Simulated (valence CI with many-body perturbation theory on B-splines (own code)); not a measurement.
Results of a calculation; reference values are marked as such.
# Tl⁶⁸⁺: what the settings do

Level of theory: valence CI with perturbative core correlation (CI+MBPT): three valence electrons over a frozen Dirac-Fock core [Ne], a basis of 6 s, 6 p, 5 d, 3 f, 1 g functions for each j, with the one-electron correlation potential Σ1, the two-electron term Σ2, the three-electron term Σ3, Breit, model QED; selected CI, second order for the rest (own B-spline code, finite nucleus).

The last digits are not significant, and no measured levels were compared; by estimate large intervals hold to a few tenths of a per cent, small ones and those within an open d or f shell to about a per cent.

The reference run has the lowest level (3s^2 3p1/2) J=1/2 and an ionisation energy of 8418.98 eV. Its largest variational space holds 2783 state functions.

Levels are named by their leading jj configuration (3d3/2^4 stands for four electrons in 3d with j = 3/2), which in mixed levels can hold well under half, so a name can repeat and another be missing. Letters in brackets count levels of one name in rising energy.

Changed runs:
A. highest l with Σ1, explicit Σ2 and valence Breit (higher l get mean screening factors) 3 → 2; hole-hole ladder in Σ2 on → off
B. hole-hole ladder in Σ2 on → off
C. screening of Σ1 on → off
D. factor on the speed of light 1 → 1.1 (bad on purpose)

Excitation energies of the reference run in cm⁻¹, and shifts in cm⁻¹:

| Level | Reference | A | B | C | D |
| --- | --- | --- | --- | --- | --- |
| (3s 3p1/2^2) J=1/2 | 1570260 | +63 | +45 | -18 | -74960 |
| (3s^2 3p3/2) J=3/2 | 4530190 | -52 | -44 | +12 | -959013 |
| (3s 3p1/2 3p3/2) J=3/2 [a] | 5818630 | -147 | -108 | -5.1 | -1024539 |
| (3s 3p1/2 3p3/2) J=5/2 | 5986310 | -60 | -44 | -4.8 | -1027877 |
| (3s 3p1/2 3p3/2) J=3/2 [b] | 6165560 | -17 | -17 | +0.3 | -1019344 |
| (3s 3p1/2 3p3/2) J=1/2 | 6264170 | +34 | +5.6 | -5.3 | -1030797 |
| (3s^2 3d3/2) J=3/2 | 6658410 | -84 | -188 | +15 | -999165 |
| (3s^2 3d5/2) J=5/2 | 7574040 | -137 | -230 | +42 | -1165877 |
| (3s 3p1/2 3d3/2) J=3/2 [a] | 7680590 | -92 | -112 | -6.6 | -1070824 |
| (3s 3p1/2 3d3/2) J=3/2 [b] | 7799060 | -76 | -86 | -8.7 | -1068541 |
| (3s 3p1/2 3d3/2) J=5/2 | 7890680 | -223 | -256 | +3.1 | -1050164 |
| (3s 3p1/2 3d3/2) J=1/2 | 8135140 | -52 | -252 | +2.9 | -1059127 |
| Ionisation energy (eV) | 8418.98 | -0.035 | -0.029 | +0.0089 | -147.62 |
